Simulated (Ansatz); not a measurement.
Cost and result for the atomization energy of GaH3S2, SMILES `[SH][GaH][SH]` (6 atoms, 5 bonds).

Total charge 0; spin multiplicity 1. Correlated methods include outer-core shells of Ga, which these sets cover unevenly. Scalar relativity is left out up to krypton. Geometry: relaxed with PBE0-D4/def2-TZVP. It is one conformer, not always the lowest. Program: Ansatz. Hardware: A = 2 threads of a server CPU on a shared host; B = 2 threads of an AMD EPYC 7R13 on a shared host and a share of an NVIDIA H100 80 GB. Times are those of one run each, without the atoms' runs, and a repeat can differ threefold. Electronic energies, without spin–orbit coupling; frozen cores. CCSD(T)/CBS adds CCSD(T) − MP2 in def2-TZVPP to the MP2 limit, and its time is that of the two runs behind it. T1 = 0.013. With those shells the extrapolation isn't a true limit. B3LYP takes the VWN-RPA correlation (the form of Gaussian; ORCA's B3LYP/G).

CCSD(T)/CBS is a level of theory with its own doubt, some kJ/mol a heavy atom from the limit and from the frozen cores, so smaller differences don't rank the functionals.

| level | functions | wall time |
| --- | --- | --- |
| revPBE-D4/def2-TZVPP [A] | 174 | 2.3 s |
| BLYP-D4/def2-TZVPP [A] | 174 | 2.5 s |
| PBE-D4/def2-TZVPP (with forces) [A] | 174 | 3.2 s |
| CCSD(T)/def2-SVP [A] | 83 | 4.2 s |
| CCSD(T)/def2-TZVPP [B] | 174 | 5.5 s |
| r2SCAN-D4/def2-TZVPP (with forces) [A] | 174 | 5.5 s |
| CCSD(T)/def2-QZVPP [B] | 319 | 6 s |
| B3LYP-D4/def2-TZVPP (with forces) [A] | 174 | 6.5 s |
| r2SCANh-D4/def2-TZVPP [A] | 174 | 7 s |
| B2PLYP/def2-TZVPP [A] | 174 | 7 s |
| PBE-QIDH/def2-TZVPP [A] | 174 | 7.5 s |
| CCSD(T)/CBS(def2) | – | 12 s |
| ωB97M-V/def2-TZVPP (with forces) [A] | 174 | 14 s |

Question: What atomization energy does each give, and how far from CCSD(T)/CBS? (Estimate.)

Answer: Ansatz gave: 
```
                                 level  atomization (kcal/mol)  difference from CCSD(T)/CBS  per bond
              revPBE-D4/def2-TZVPP [A]                   377.5                        -10.2      -2.0
                BLYP-D4/def2-TZVPP [A]                   375.9                        -11.8      -2.3
   PBE-D4/def2-TZVPP (with forces) [A]                   386.8                         -0.9      -0.2
                  CCSD(T)/def2-SVP [A]                   355.5                        -32.2      -6.4
                CCSD(T)/def2-TZVPP [B]                   377.4                        -10.3      -2.1
r2SCAN-D4/def2-TZVPP (with forces) [A]                   389.5                          1.8       0.4
                CCSD(T)/def2-QZVPP [B]                   384.4                         -3.3      -0.7
 B3LYP-D4/def2-TZVPP (with forces) [A]                   379.4                         -8.3      -1.7
             r2SCANh-D4/def2-TZVPP [A]                   387.0                         -0.7      -0.1
                 B2PLYP/def2-TZVPP [A]                   376.5                        -11.2      -2.2
               PBE-QIDH/def2-TZVPP [A]                   383.5                         -4.2      -0.8
                     CCSD(T)/CBS(def2)                   387.7                          0.0       0.0
  ωB97M-V/def2-TZVPP (with forces) [A]                   387.2                         -0.5      -0.1
```

In def2-TZVPP, CCSD(T) changes the Hartree–Fock value by +105.0 kcal/mol (the triples alone add +7.1 kcal/mol) and MP2 by +107.9 kcal/mol; breaking electron pairs costs correlation energy, which Hartree–Fock lacks. At CCSD(T), def2-SVP lies −32.2 kcal/mol from the extrapolated value and def2-TZVPP −10.3 kcal/mol: correlation converges slowly with the basis, and small sets miss more of it in the bonded molecule than in its fragments. The D4 term adds +5.8 kcal/mol with B3LYP and +3.0 kcal/mol with PBE0; it sums over pairs of atoms, weighted by their polarisabilities, and B3LYP, whose exchange is more repulsive, gets the larger term.
